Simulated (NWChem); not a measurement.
System: SiNH3, singlet; SMILES N[SiH]

Here is an NWChem input.

```
start job
memory heap 200 mb stack 900 mb global 1100 mb
geometry units angstroms noautosym nocenter noautoz
  Si     0.116148    -0.687165     0.000000
  H     -1.409970    -0.886398     0.000000
  N      0.016964     1.028371     0.000000
  H     -0.830296     1.587874     0.000000
  H      0.849250     1.609980     0.000000
end
basis spherical
  Si library sto-3g
  H library sto-3g
  N library sto-3g
end
dft
  xc b3lyp
  iterations 150
end
property
  response 1 0.0773
end
task dft property
```

Parts of the log:

```
             Northwest Computational Chemistry Package (NWChem) 7.3.0
             --------------------------------------------------------

                             Geometry "geometry" -> ""
                             -------------------------

 Output coordinates in angstroms (scale by  1.889725989 to convert to a.u.)

  No.       Tag          Charge          X              Y              Z
 ---- ---------------- ---------- -------------- -------------- --------------
    1 Si                  14.0000     0.11614800    -0.68716500     0.00000000
    2 H                    1.0000    -1.40997000    -0.88639800     0.00000000
    3 N                    7.0000     0.01696400     1.02837100     0.00000000
    4 H                    1.0000    -0.83029600     1.58787400     0.00000000
    5 H                    1.0000     0.84925000     1.60998000     0.00000000

 Effective nuclear repulsion energy (a.u.)      50.5996551834

                              NWChem Property Module
                              ----------------------

                                 NWChem DFT Module
                                 -----------------

 Summary of "ao basis" -> "ao basis" (spherical)
 ------------------------------------------------------------------------------
       Tag                 Description            Shells   Functions and Types
 ---------------- ------------------------------  ------  ---------------------
 Si                          sto-3g                  5        9   3s2p
 H                           sto-3g                  1        1   1s
 N                           sto-3g                  3        5   2s1p

            General Information
            -------------------
          SCF calculation type: DFT
          Wavefunction type:  closed shell.
          No. of atoms     :     5
          No. of electrons :    24
           Alpha electrons :    12
            Beta electrons :    12
          Charge           :     0
          Spin multiplicity:     1
          Use of symmetry is: off; symmetry adaption is: off
          Maximum number of iterations: 150
          AO basis - number of functions:    17
                     number of shells:    11
          Convergence on energy requested:  1.00D-06
          Convergence on density requested:  1.00D-05
          Convergence on gradient requested:  5.00D-04

              XC Information
              --------------
                         B3LYP Method XC Potential
                     Hartree-Fock (Exact) Exchange  0.200
                        Slater Exchange Functional  0.800 local
                    Becke 1988 Exchange Functional  0.720 non-local
              Lee-Yang-Parr Correlation Functional  0.810
                  VWN I RPA Correlation Functional  0.190 local

             Grid Information
             ----------------
          Grid used for XC integration:  medium
          Radial quadrature: Mura-Knowles
          Angular quadrature: Lebedev.
          Tag              B.-S. Rad. Rad. Pts. Rad. Cut. Ang. Pts.
          ---              ---------- --------- --------- ---------
          Si                  1.10       88           8.0       590
          H                   0.35       45           9.0       434
          N                   0.65       49           7.0       434
          Grid pruning is: on
          Number of quadrature shells:   272
          Spatial weights used:  Erf1

      Superposition of Atomic Density Guess
      -------------------------------------

 Sum of atomic energies:        -340.46691816

      Non-variational initial energy
      ------------------------------

 Total energy =    -340.450297
 1-e energy   =    -576.146166
 2-e energy   =     185.096214
 HOMO         =      -0.064200
 LUMO         =       0.208938

   convergence    iter        energy       DeltaE   RMS-Dens  Diis-err
 ---------------- ----- ----------------- --------- --------- ---------
 d= 0,ls=0.0,diis     1   -341.8862123939 -3.92D+02  5.92D-02  1.68D-01
 d= 0,ls=0.0,diis     2   -341.8380361582  4.82D-02  4.12D-02  4.53D-01
 d= 0,ls=0.0,diis     3   -341.9104212754 -7.24D-02  6.11D-03  4.20D-03
 d= 0,ls=0.0,diis     4   -341.9112606838 -8.39D-04  1.27D-03  1.76D-04
 d= 0,ls=0.0,diis     5   -341.9113028520 -4.22D-05  1.52D-04  3.62D-06
 d= 0,ls=0.0,diis     6   -341.9113036462 -7.94D-07  1.01D-05  6.81D-09
 d= 0,ls=0.0,diis     7   -341.9113036481 -1.97D-09  6.13D-07  2.94D-11

         Total DFT energy =     -341.911303648140
      One electron energy =     -575.568916604363
           Coulomb energy =      212.127841478644
    Exchange-Corr. energy =      -29.069883705774
 Nuclear repulsion energy =       50.599655183354

 Numeric. integr. density =       23.999995999018

                       DFT Final Molecular Orbital Analysis
                       ------------------------------------

[...]

 DFT Linear Response polarizability / au
 Frequency  =       0.0773000 / au
 Wavelength =     589.4353558 / nm
              X              Y              Z
 -----------------------------------------------
 X      15.5696343      2.4202708      0.0000000
 Y       2.4202596     22.4535418     -0.0000000
 Z       0.0000000     -0.0000000     10.7014668
 -----------------------------------------------
 Eigenvalues =      14.8038860     23.2192901     10.7014668
 Isotropic   =      16.2415476
 Anisotropic =      11.0531617
 -----------------------------------------------

 Magnetic Dipole Response Matrix (nonzero elements):

 Exiting AOResponse driver routine
```

Level: B3LYP/STO-3G. Low-valent species are run as closed-shell singlets; no triplet was tried in these runs. STO-3G and 3-21G are far too small for this property and stand as cheap habits. Geometry: optimised at PBE0/def2-SVP. B3LYP is NWChem's, with the RPA form of VWN correlation.
